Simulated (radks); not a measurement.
Values are calculated unless marked as measured or tabulated.
Valence configurations of neutral zirconium (all share [Kr]). Level of theory: scalar-relativistic Kohn-Sham, BLYP, spin-unpolarised, spherical densities, point nucleus (a radial shooting solver on a logarithmic mesh with Libxc functionals). Energies are relative to 4d2 5s2; eigenvalues in eV.

valence          E (eV)   e(4d)   e(5p)   e(5s)
4d2 5s2           0.000  -3.425       -  -4.300
4d3 5s1           1.240  -2.210       -  -3.771
4d2 5s1.5 5p0.5   1.504  -3.983  -1.637  -4.695
4d3.5 5s0.5       2.082  -1.785       -  -3.587
4d1 5s2 5p1       2.994  -6.175  -2.215  -5.716
4d4               3.030  -1.478       -       -
4d2 5s1 5p1       3.058  -4.503  -1.896  -5.054
4d2.5 5s0.5 5p1   3.437  -3.805  -1.763  -4.766
4d2.5 5p1.5       4.962  -4.282  -1.999       -
4d2 5p2           6.307  -5.462  -2.355       -

NIST lists [Kr] 4d2 5s2 as the ground configuration; this level of theory agrees among the configurations tried. The energies are those of spherical spin-averaged densities, not of single terms.
